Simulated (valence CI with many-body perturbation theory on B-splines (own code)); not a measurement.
The numbers below are computed, except where a source is named.
## Sensitivity of CI+MBPT for Pt⁴⁷⁺

Method: valence CI with perturbative core correlation (CI+MBPT): three valence electrons over a frozen Dirac-Fock core [Ar] 3d10, radial functions for each j: 6 s, 6 p, 5 d, 3 f, 1 g, with the one-electron correlation potential Σ1, the two-electron term Σ2, the three-electron term Σ3, Breit, model QED; selected CI, second order for the rest, scaled by the run's own slope (own B-spline code, finite nucleus).

The last digits are not significant, and no measured levels were compared; by estimate large intervals hold to a few tenths of a per cent, small ones and those within an open d or f shell to about a per cent.

The reference run has the lowest level (4s^2 4p1/2) J=1/2 and an ionisation energy of 2604.03 eV. Its largest variational space holds 2829 state functions.

Levels are named by their leading jj configuration (3d3/2^4 stands for four electrons in 3d with j = 3/2), which in mixed levels can hold well under half, so a name can repeat and another be missing. Letters in brackets count levels of one name in rising energy.

Changed runs:
A. Davidson tolerance 2e-05 → 0.001
B. Breit term on → off; QED terms on → off
C. cutoff of virtual states (hartree) 12168 → 139000; selection threshold (hartree) 2e-08 → 1e-06
D. Davidson tolerance 2e-05 → 0.03 (bad on purpose)

Excitation energies of the reference run in cm⁻¹, and shifts in cm⁻¹:

```tsv
Level	Reference	A	B	C	D
(4s 4p1/2^2) J=1/2	864797	0	+2535	-2.9	+0.3
(4s^2 4p3/2) J=3/2	1049250	0	+10787	+18	+0.6
(4s 4p1/2 4p3/2) J=3/2 [a]	1796570	0	+13234	+15	-0.1
(4s 4p1/2 4p3/2) J=5/2	1870620	0	+14047	+15	-0.1
(4s 4p1/2 4p3/2) J=3/2 [b]	1974060	0	+13722	+15	-0.1
(4s 4p1/2 4p3/2) J=1/2	1993620	0	+13204	+15	+0.8
(4s^2 4d3/2) J=3/2	2464270	0	+16843	+30	-0.1
(4s^2 4d5/2) J=5/2	2660460	0	+21288	+31	-0.1
(4p1/2^2 4p3/2) J=3/2	2838380	0	+16172	+12	-0.1
(4s 4p3/2^2) J=5/2	2911400	0	+23980	+32	-0.1
(4s 4p3/2^2) J=1/2	3042040	0	+23700	+32	+0.8
(4s 4p3/2^2) J=3/2	3072140	0	+24076	+32	-0.1
Ionisation energy (eV)	2604.03	0	+3.50	+0.0039	0
```

No effect on these energies: A.
